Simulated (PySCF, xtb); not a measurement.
THF cation (C4H8O), SMILES C1CCOC1 (connectivity only; charge and spin as stated), charge +1, multiplicity 2. Other conformers were not sampled.

Harmonic wavenumbers (cm⁻¹) from GFN2-xTB in xtb at its own minimum, in rising order: 151, 230, 604, 668, 764, 805, 861, 939, 969, 975, 1005, 1009, 1050, 1078, 1087, 1125, 1153, 1201, 1249, 1277, 1284, 1319, 1345, 1431, 1455, 2728, 2731, 2845, 2856, 2977, 2979, 3050, 3053.

What does PBE0-D3(BJ)/def2-SVP (PySCF 2.14.0) give at its own minimum? (An estimate is asked for; the answer gives what the named calculation found.)

210, 236, 583, 641, 773, 795, 871, 901, 904, 947, 978, 1002, 1048, 1130, 1135, 1190, 1205, 1275, 1306, 1331, 1332, 1343, 1367, 1452, 1467, 2867, 2899, 3064, 3069, 3093, 3095, 3181, 3184. Paired by order, the mean absolute difference is 63 cm⁻¹ and the zero-point energies are 69.0 and 71.3 kcal/mol.
